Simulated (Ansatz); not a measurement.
Geometry optimisation, RKS B3LYP/def2-SVP in Ansatz.

The input (input.yaml):

```yaml
crystal:
  periodic: [false, false, false]
  atoms:
    - { symbol: C, position_ang: [-1.06206, 0.93306, -0.92511] }
    - { symbol: In, position_ang: [0.76989, -0.12281, -0.26735] }
    - { symbol: "N", position_ang: [1.62743, -1.43795, -1.56131] }
    - { symbol: H, position_ang: [-1.77547, 0.18343, -1.26392] }
    - { symbol: H, position_ang: [-0.87146, 1.64273, -1.7262] }
    - { symbol: H, position_ang: [-1.47665, 1.45169, -0.06156] }
    - { symbol: H, position_ang: [1.71339, 0.18413, 1.15187] }
    - { symbol: H, position_ang: [0.99487, -1.91668, -2.19294] }
    - { symbol: H, position_ang: [2.2655, -2.13168, -1.18909] }
basis:
  gaussian: { orbitals: def2-SVP }
hamiltonian:
  xc: b3lyp
relax:
  f_tol: 0.015
  max_steps: 40
```

Run as:

```bash
$ ansatz run input.yaml --threads 1 --pin off --max-ram 2048MiB --backend cpu --events-out ev --progress --plain --runs-dir out
```

Task: Where does it end, and by what steps?

Result: It converged. The force dipped under the threshold on the way, but the program's further checks kept it going. After 27 steps the energy has fallen by 0.067 eV; H4 moved furthest, 0.59 Å.

| step | energy less start (eV) | largest force component (eV/Å) | accepted |
| --- | --- | --- | --- |
| 0 | 0.0000 | 0.594 | yes |
| 1 | -0.0188 | 0.517 | yes |
| 2 | -0.0426 | 0.489 | yes |
| 3 | -0.0593 | 0.191 | yes |
| 4 | -0.0595 | 0.112 | yes |
| 5 | -0.0636 | 0.055 | yes |
| 6 | -0.0644 | 0.010 | yes |
| 7 | -0.0647 | 0.051 | yes |
| 8 | -0.0639 | 0.125 | no |
| 9 | -0.0651 | 0.031 | yes |
| 10 | -0.0656 | 0.070 | yes |
| 11 | -0.0659 | 0.059 | yes |
| 12 | -0.0650 | 0.096 | no |
| 13 | -0.0664 | 0.020 | yes |
| 14 | -0.0666 | 0.039 | yes |
| 15 | -0.0668 | 0.042 | yes |
| 16 | -0.0668 | 0.042 | yes |
| 17 | -0.0669 | 0.029 | yes |
| 18 | -0.0670 | 0.022 | yes |
| 19 | -0.0671 | 0.011 | yes |
| 20 | -0.0672 | 0.029 | yes |
| 21 | -0.0673 | 0.025 | yes |
| 22 | -0.0672 | 0.048 | no |
| 23 | -0.0673 | 0.021 | yes |
| 24 | -0.0673 | 0.024 | yes |
| 25 | -0.0674 | 0.025 | yes |
| 26 | -0.0673 | 0.043 | no |
| 27 | -0.0674 | 0.004 | yes |

```xyz
9
Properties=species:S:1:pos:R:3
C -1.040 0.922 -0.923
In 0.840 0.010 -0.308
N 1.403 -1.643 -1.358
H -1.491 0.352 -1.748
H -0.864 1.956 -1.254
H -1.742 0.946 -0.076
H 1.950 0.464 0.942
H 0.875 -2.049 -2.124
H 2.253 -2.172 -1.187
```

Whether the end is a true minimum wasn't checked by a vibrational analysis.

Run time: 92 s on 1 thread of Arm Neoverse V2, on a shared host, peak memory 0.17 GiB.
